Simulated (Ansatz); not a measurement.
Reaction: BAsH4 (SMILES B[AsH2]) → BAsH3 (SMILES [AsH2][BH], doublet) + H (doublet) (the B-H bond breaks)
Each species at its own B3LYP-D3(BJ)/def2-TZVP minimum (Ansatz, an electronic-structure program).

Wanted: bond dissociation energy (electronic), in kJ/mol. UHF or UKS for unpaired electrons; spin-orbit terms are left out. Correlated methods leave the cores frozen (noble-gas shells, and filled d and f shells in the p block). No relativity. CBS(X,Y): correlation extrapolated as X^-3, Hartree-Fock from the larger set. A bracket is a step between two methods taken in the basis named. For partners of very few electrons the exact lower level stands in for a higher one.

CCSD(T)/CBS(cc-pVTZ,cc-pVQZ) + [CCSDT(Q) - CCSD(T)]/cc-pVTZ + [CCSDTQ - CCSDT(Q)]/cc-pVDZ (Ansatz) gives 453.2 kJ/mol.

How far off this value is PBE/def2-TZVPD (Ansatz), in which direction, and how far these levels: B3LYP/def2-TZVPD, PBE0/def2-TZVPD, wB97M-V/def2-TZVPD, CCSD(T)/CBS(cc-pVTZ,cc-pVQZ)?

PBE gives 434.0 kJ/mol, 19.2 kJ/mol below it. Differences of the others: B3LYP/def2-TZVPD (Ansatz) -3.8; PBE0/def2-TZVPD (Ansatz) -16.8; wB97M-V/def2-TZVPD (Ansatz) 5.2; CCSD(T)/CBS(cc-pVTZ,cc-pVQZ) (Ansatz) 0.5 kJ/mol.
